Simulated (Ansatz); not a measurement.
All numbers were calculated with Ansatz.

Basis-set series for `BC(F)(F)F`. The species carries charge 0 and has multiplicity 1. The geometry is a stationary point of PBE0-D4/def2-TZVP.

| functional | basis | functions | energy (Eh) | HOMO (eV) | LUMO (eV) |
| --- | --- | --- | --- | --- | --- |
| PBE0-D4 | def2-SVP | 80 | -363.01598 | -9.98 | -2.64 |
| PBE0-D4 | def2-TZVPP | 183 | -363.45271 | -10.11 | -2.73 |
| ωB97M-V | def2-SVP | 80 | -363.27208 | -12.35 | -0.52 |
| ωB97M-V | def2-TZVPP | 183 | -363.71982 | -12.50 | -0.71 |

Question: Give the rows for def2-QZVPP. (An estimate is asked.)

Answer: The calculation gave: 
```
functional       basis  functions  energy (Eh)  HOMO (eV)  LUMO (eV)
   PBE0-D4  def2-QZVPP        345   -363.47134     -10.14      -2.76
   ωB97M-V  def2-QZVPP        345   -363.73738     -12.53      -0.76
```
